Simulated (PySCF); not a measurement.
**Which functional comes closest?**

Molecule: CH2=CFCOOEt (SMILES C=C(F)C(=O)OCC).

Molfile (atoms numbered from 1):
```
C5H7FO2
     RDKit          3D

 15 14  0  0  0  0  0  0  0  0999 V2000
    3.2671    0.1978    0.1951 C   0  0  0  0  0  0  0  0  0  0  0  0
    2.0145    0.4626   -0.1673 C   0  0  0  0  0  0  0  0  0  0  0  0
    1.7172    1.3722   -1.0869 F   0  0  0  0  0  0  0  0  0  0  0  0
    0.8443   -0.2433    0.4365 C   0  0  0  0  0  0  0  0  0  0  0  0
    0.9474   -1.0973    1.2792 O   0  0  0  0  0  0  0  0  0  0  0  0
   -0.3053    0.1903   -0.0657 O   0  0  0  0  0  0  0  0  0  0  0  0
   -1.4859   -0.4247    0.4515 C   0  0  0  0  0  0  0  0  0  0  0  0
   -2.6712    0.1780   -0.2543 C   0  0  0  0  0  0  0  0  0  0  0  0
    3.4383   -0.5621    0.9571 H   0  0  0  0  0  0  0  0  0  0  0  0
    4.1065    0.7259   -0.2588 H   0  0  0  0  0  0  0  0  0  0  0  0
   -1.4161   -1.5133    0.2957 H   0  0  0  0  0  0  0  0  0  0  0  0
   -1.5215   -0.2619    1.5408 H   0  0  0  0  0  0  0  0  0  0  0  0
   -2.7177    1.2638   -0.0862 H   0  0  0  0  0  0  0  0  0  0  0  0
   -2.6145   -0.0002   -1.3380 H   0  0  0  0  0  0  0  0  0  0  0  0
   -3.6012   -0.2714    0.1228 H   0  0  0  0  0  0  0  0  0  0  0  0
  1  2  2  0
  2  3  1  0
  2  4  1  0
  4  5  2  0
  4  6  1  0
  6  7  1  0
  7  8  1  0
  1  9  1  0
  1 10  1  0
  7 11  1  0
  7 12  1  0
  8 13  1  0
  8 14  1  0
  8 15  1  0
M  END
```

Geometry PBE0-D3(BJ)/def2-SVP throughout; GIAO in PySCF, gas phase, one conformer, non-relativistic; equivalent atoms averaged; basis pcSseg-1.

Reference values (measured; G. Saielli, R. Bini, A. Bagno, Computational 19F NMR. 2. Organic compounds, RSC Adv. 2014, ESI (exp. from Berger-Braun-Kalinowski 1994 and Everett 1995)): δ(F3) = -117.6 ppm vs CFCl3. Computed shifts are taken against CFCl3, calculated as an isolated molecule at each level.

How do the functionals PBE, BLYP, OPBE, B97-D, B3LYP, PBE0, mPW1PW91, WP04, CAM-B3LYP perform against the reference? Times are CPU seconds on shared hosts with different chips, so compare them loosely; the GGAs took longer than the global hybrids here, which isn't the general rule, and the cause wasn't traced.

Answers


```tsv
functional	kind	F3	abs. error F	core-s
PBE	GGA	-125.3	7.7	32
BLYP	GGA	-126.1	8.5	30
OPBE	GGA	-118.1	0.5	32
B97-D	GGA	-124.5	6.9	24
B3LYP	global hybrid	-119.9	2.3	20
PBE0	global hybrid	-117.5	0.1	18
mPW1PW91	global hybrid	-117.7	0.1	15
WP04	global hybrid	-118.1	0.5	16
CAM-B3LYP	range-separated hybrid	-114.0	3.6	28
```

For $^{19}$F the closest is PBE0 (0.1 ppm, with mPW1PW91 practically level) and the furthest BLYP (8.5 ppm). One molecule is a small sample, and vibrational and solvent effects are absent from the calculation.
